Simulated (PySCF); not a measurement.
FH4PPb.
Bonds: F1–Pb2, Pb2–P3. Hydrogens: H4, H5 on Pb2; H6, H7 on P3.

The calculation used PBE0-D3(BJ)/def2-SVP geometry optimisation, gas phase, def2 core potentials past Kr in PySCF.

Question: Give the optimised bond lengths and angles.

Answer: 
```
          bond  length (Å)
        F1–Pb2       2.052
        Pb2–P3       2.578
Pb2–H4, Pb2–H5       1.760
  P3–H6, P3–H7       1.429
```

Bonds in one row agree within 0.01 Å and their mean is given. A selection of angles:
```
    angle  degrees
F1–Pb2–P3    105.8
F1–Pb2–H4    102.4
P3–Pb2–H4    113.9
H4–Pb2–H5    116.3
Pb2–P3–H6     91.5
 H6–P3–H7     93.0
```

P3 (three-coordinate phosphorus) is pyramidal (angles 93.0°, 91.6° and 91.5°, sum 276.1°, 0.91 Å off the plane of its three neighbours). Pb2 (lead bonded to F, P and 2 H) is distorted tetrahedral (angles from 101.9° to 116.3°).

Point group: Cs (every atom within 0.08 Å of its image). Whether it is a minimum is left open (no frequencies). One conformer, not necessarily the lowest (F1–Pb2–P3–H -48° and 45°).
